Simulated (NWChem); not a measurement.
Molecule: SeIF; SMILES I[Se]F

Computed with NWChem. Structure relaxed at the PBE-D3(BJ)/def2-SVP level. def2 effective core potentials on I; no spin-orbit coupling. Level M06-2X/def2-SVP: energy and gradient on several grids; changes count from the extra-fine grid, which is no exact limit either.

```
grid     size of the energy change (μHa)  largest change of a gradient component (μHa/bohr)
-------  -------------------------------  -------------------------------------------------
xcoarse                             9000                                               3000
coarse                               200                                                600
medium                              < 10                                                 70
fine                                < 10                                               < 30
xfine                               < 10                                               < 30
```
